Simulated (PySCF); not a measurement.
# Correlation energy of P (phosphorus, neutral)

[Ne] 3s1 3p3 3d1, high-spin 6D determinant (an excited configuration). Computed with PySCF 2.14 in aug-cc-pCVTZ-DK with one added diffuse shell each of s, p, d, f type (9s8p6d4f, 91 functions), with the spin-free X2C one-electron Hamiltonian (Gaussian nucleus). Frozen: [Ne]; 5 electrons correlated.

```tsv
level	correlation energy (mhartree)
CCSD	-39.03
(T)	-0.69
CCSD(T)	-39.72
```

Diagnostics: T1 = 0.012, D1 = 0.0369, largest double amplitude 0.030.

Question: Is a single reference adequate?

Answer: Yes: T1 lies below 0.03 and no double amplitude reaches 0.07.
